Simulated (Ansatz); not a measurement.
Relaxation of Cu(CO)H (CHCuO) with RKS PBE0-D4/def2-TZVP.

```sh
$ ansatz run in.yaml --threads 4 --pin off --events-out ev --progress --plain --max-ram 3916MiB
```

```yaml
crystal:
  periodic: [false, false, false]
  atoms:
    - {symbol: Cu, position_ang: [-0.014370, 0.018700, -0.804770]}
    - {symbol: C, position_ang: [-0.004560, 0.008270, 0.981090]}
    - {symbol: O, position_ang: [0.032210, -0.031180, 2.117060]}
    - {symbol: H, position_ang: [-0.013280, 0.004200, -2.293380]}
basis:
  gaussian: {orbitals: def2-TZVP}
hamiltonian: {xc: pbe0, dispersion: d4}
scf: {lower_state_search: "off"}
output: {orbitals: {seedname: orbitals}}
relax: {f_tol: 0.02, max_steps: 100}
```

Hardware: 4 threads of Arm Neoverse V2 on a shared host. Wall time 3.9 s.

Positions (Å) and forces (eV/Å) at steps 1, 2, 3, 4, 5 of 5:

```xyz
4
step=1 energy=-47731.8969 eV
Cu   -0.014    0.019   -0.805   -0.040    0.030   -0.259
C    -0.005    0.008    0.981    0.107   -0.099    2.266
O     0.032   -0.031    2.117   -0.076    0.076   -1.437
H    -0.013    0.004   -2.293    0.009   -0.007   -0.569
4
step=2 energy=-47731.9275 eV
Cu   -0.016    0.020   -0.805   -0.027    0.017   -0.342
C    -0.003    0.007    0.999    0.047   -0.040    0.589
O     0.032   -0.031    2.123   -0.025    0.024   -0.043
H    -0.013    0.004   -2.317    0.004   -0.001   -0.204
4
step=3 energy=-47731.9391 eV
Cu   -0.017    0.020   -0.817   -0.010    0.004   -0.118
C    -0.001    0.005    1.019    0.028   -0.026    0.107
O     0.031   -0.030    2.143   -0.017    0.018   -0.020
H    -0.013    0.004   -2.345    0.000    0.004    0.031
4
step=4 energy=-47731.9396 eV
Cu   -0.016    0.019   -0.821   -0.006    0.003   -0.016
C     0.000    0.004    1.022    0.021   -0.022    0.005
O     0.030   -0.028    2.146   -0.013    0.015    0.001
H    -0.014    0.006   -2.347   -0.001    0.004    0.010
4
step=5 energy=-47731.9399 eV
Cu   -0.009    0.008   -0.822    0.001   -0.001   -0.001
C     0.009   -0.006    1.022    0.000   -0.001   -0.001
O     0.021   -0.017    2.146   -0.001    0.001    0.002
H    -0.020    0.015   -2.346   -0.001    0.001    0.000
```

The relaxation made no stability test and no search for a lower SCF solution.
